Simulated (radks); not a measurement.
Coherent X-ray form factor from a spherical all-electron density. All-electron calculation, non-relativistic Kohn-Sham, XLYP, spin-polarised, spherical densities, point nucleus. Program: a radial shooting solver on a logarithmic mesh with Libxc functionals.

sin(theta)/lambda (1/angstrom)  f0 (electrons)
0.05                                    10.762
0.1                                     10.173
0.15                                     9.460
0.2                                      8.757
0.25                                     8.086
0.3                                      7.434
0.4                                      6.166
0.5                                      5.012
0.6                                      4.050
0.8                                      2.737
1                                        2.034
1.25                                     1.606
1.5                                      1.388
2                                        1.116

The species is in the configuration that NIST lists as its ground one. Which atom or ion scatters so?

Answer. The magnesium ion Mg+, [Ne] 3s1. Extrapolating in s^2 from the first two rows gives f0(0) = 11.0, near the electron count 11; among species with that count, the fall with angle is slower the higher Z, and the table is that of Z = 12; from so few rows the species is fixed only to a neighbour or two.
